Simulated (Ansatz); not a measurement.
# Ligand exchange: Cd(CH3)F + C2H2O → Cd(CH3)(OH) + C2HF

Gas-phase species: Cd(CH3)F, singlet; C2H2O (ethynol) `C#CO`, singlet; Cd(CH3)(OH), singlet; C2HF (fluoroacetylene) `C#CF`, singlet. The partners trade F for OH: Cd–F and C–OH bonds give way to Cd–OH and C–F.

Shapes, held fixed at every level: PBE0-D4/def2-TZVP. Programs: Ansatz 0.2.0. Electronic energies: no zero-point or thermal term.

Question: Estimate ΔE of this reaction.

Answer: The highest level, CCSD(T)/def2-TZVPP, gives ΔE = +77.7 kJ/mol; the levels span +77.7 to +86.6. The column of differences is taken from that level and isn't an error. No measured value is set beside it here. For atoms past krypton def2 sets carry core potentials with scalar relativity. Outer-core shells of Cd are correlated, in sets that cover them unevenly.

```
             level                    kind  ΔE (kJ/mol)  less CCSD(T)/def2-TZVPP
 PBE-D4/def2-TZVPP                     GGA        +83.5                     +5.8
PBE0-D4/def2-TZVPP           global hybrid        +86.6                     +8.9
wB97M-V/def2-TZVPP  range-separated hybrid        +84.2                     +6.5
wB97X-V/def2-TZVPP  range-separated hybrid        +85.8                     +8.1
 B2PLYP/def2-TZVPP           double hybrid        +83.2                     +5.5
      MP2/def2-SVP     perturbation theory        +83.8                     +6.1
   CCSD/def2-TZVPP   coupled cluster or CI        +80.0                     +2.3
CCSD(T)/def2-TZVPP   coupled cluster or CI        +77.7                      0.0
```
